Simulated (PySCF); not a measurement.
# Computed vibrations of [Tm(NH3)3]2+

[Tm(NH3)3]2+ (singlet in the valence; each metal's 4f electrons, 13 of them, lie in its core potential, out of spins and levels). PySCF 2.14.0, RKS PBE0, Tm lcecp-0-SVP with ECP59, N def2-SVP, H def2-SVP; non-relativistic Hamiltonian with scalar-relativistic core potentials where named; density fitting; no spin-orbit coupling. Central differences of gradients.

```xyz
13

Tm    0.0000    0.0000    0.0000
N     2.5791    0.0000    0.0000
H     3.0124   -0.4658    0.8067
H     3.0124   -0.4658   -0.8067
H     3.0122    0.9315    0.0000
N    -1.2896    2.2336    0.0000
H    -1.1028    2.8417    0.8067
H    -1.1028    2.8417   -0.8067
H    -2.3128    2.1429    0.0000
N    -1.2895   -2.2336    0.0000
H    -1.9096   -2.3759    0.8067
H    -1.9096   -2.3759   -0.8067
H    -0.6994   -3.0744    0.0000
```

Run from Python with OMP_NUM_THREADS=2. Where DIIS fails, smearing, a level shift and second-order steps follow.
It took 2.9 min on 2 threads of Intel(R) Xeon(R) Platinum 8375C CPU @ 2.90GHz (Ice Lake), on a shared host.

Q: What are the harmonic wavenumbers and infrared intensities?

A: Modes are labelled in C3h; negative numbers are unstable modes, those under 60 cm⁻¹ near the noise; a finer grid moves soft modes by up to 10 cm⁻¹.
```
cm⁻¹  km/mol  symmetry
 -45       –       e''
 -45       –       e''
 -41       –       a''
 -15       –       a''
  43     3.6        e'
  43     3.6        e'
 274     0.0        a'
 282     2.8        e'
 282     2.8        e'
 528     0.0        a'
 545     0.0       e''
 545     0.0       e''
 565   111.3        e'
 565   111.3        e'
 566   232.3       a''
1332   205.6        e'
1332   205.6        e'
1335     0.0        a'
1640    45.5        e'
1640    45.5        e'
1640    88.3       a''
1642     0.0        a'
1642     0.0       e''
1642     0.0       e''
3450    90.5        e'
3450    90.5        e'
3452     0.0        a'
3540     0.0       e''
3540     0.0       e''
3540   246.5       a''
3541     0.0        a'
3541   120.4        e'
3541   120.4        e'
```

Q: Is this a minimum?

A: Probably not: 3 unstable, though so soft as to be near the noise (and 1 more above −25 cm⁻¹, within the noise); the lowest moves the atoms so:
```
Tm   0.00  0.00  0.00
N    0.00  0.00  0.01
H   -0.01  0.37  0.23
H    0.01 -0.37  0.23
H    0.00  0.00 -0.41
N    0.00  0.00  0.02
H    0.29  0.16 -0.17
H   -0.29 -0.16 -0.17
H    0.00  0.00  0.40
N    0.00  0.00 -0.03
H   -0.04  0.01 -0.06
H    0.04 -0.01 -0.06
H    0.00  0.00  0.01
```

An lcecp potential fixes the number of 4f electrons, so in runs with it no electron can move into or out of that shell.
